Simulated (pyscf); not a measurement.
**`[F][B]1[CH2][CH2]1`, singlet**

Gas-phase minimum from PySCF at ωB97X-D3(BJ)/def2-SVP, one conformer. 

```
C
H 1 1.0971
H 1 1.0971 2 112.62
B 1 1.5227 2 120.95 3 -154.03
F 4 1.3178 1 148.65 2 76.23
C 4 1.5227 5 148.62 1 -179.57
H 6 1.0970 4 120.95 5 -76.25
H 6 1.0971 7 112.64 4 -154.05
```

Properties at ωB97X-D3(BJ)/def2-SVP:

| Property | Result |
|---|---|
| Harmonic wavenumbers, unscaled | 250, 405, 449, 663, 677, 945, 957, 966, 975, 1115, 1174, 1380, 1382, 1629, 3138, 3142, 3219, 3229 cm⁻¹ |
| Zero-point energy | 36.7 kcal/mol |
| Rotational symmetry number | 2 |
| Entropy of this conformer at 298 K and 1 atm, rigid rotor and harmonic oscillator, modes under 100 cm⁻¹ raised to 100 | 273.1 J/(mol K) |
| Dipole moment | 0.95 D |

Single-point totals, which compare only within one level (frozen core for MP2 and CC):

```
level                   total energy (hartree)
----------------------  ----------------------
ωB97X-D3(BJ)/def2-TZVP              -203.46251
PBE/def2-TZVP                       -203.14983
r²SCAN/def2-TZVP                    -203.28697
B3LYP-D3(BJ)/def2-TZVP              -203.41103
PBE0-D3(BJ)/def2-TZVP               -203.17068
M06-2X/def2-TZVP                    -203.31551
ωB97M-D3(BJ)/def2-TZVP              -203.44497
HF/def2-TZVPP                       -202.27103
MP2/def2-TZVPP                      -202.94789
CCSD/def2-TZVPP                     -202.97323
CCSD(T)/def2-TZVPP                  -202.99950
```

The CCSD(T) − MP2 part came from Ansatz, without density fitting, on the same reference.
